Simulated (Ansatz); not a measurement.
Cu₅O₄⁺. The state is a singlet with charge 1. Geometry PBE0-D4/def2-SVP; atoms count from 1.

Cartesian coordinates in Å:
```
Cu 0.249 -0.814 -1.233
Cu 0.283 1.580 2.131
Cu -2.741 -2.168 -2.154
Cu 2.563 0.715 0.139
Cu -1.454 -0.170 0.254
O 1.920 1.551 1.529
O 1.916 -0.336 -1.087
O -1.516 -1.210 -1.224
O -1.220 0.851 1.644
```

The restricted singlet is unstable towards broken spin symmetry in Hartree–Fock (as tested in another run); at PBE0-D4/def2-TZVP this wasn't settled. Another isomer (singlet) lies 0.34 eV lower at PBE0-D4/def2-TZVP; other spin states weren't run for this one.

Estimate the Mulliken populations from the PBE0/def2-TZVP orbitals of Ansatz.


```csv
atom,charge (e),d electrons
Cu1,0.63,9.49
Cu2,0.77,9.46
Cu3,0.71,9.89
Cu4,0.77,9.46
Cu5,0.63,9.49
O6,-0.57,–
O7,-0.56,–
O8,-0.81,–
O9,-0.57,–
```
Mulliken values depend strongly on the basis.

And the Mayer bond orders between heavy atoms (over 0.3)?

Cu1–Cu5 0.33 (2.35 Å); Cu1–O7 0.86 (1.74 Å); Cu1–O8 0.59 (1.81 Å); Cu2–O6 0.88 (1.74 Å); Cu2–O9 0.89 (1.74 Å); Cu3–O8 0.62 (1.81 Å); Cu4–O6 0.87 (1.74 Å); Cu4–O7 0.89 (1.74 Å); Cu5–O8 0.59 (1.81 Å); Cu5–O9 0.86 (1.74 Å).
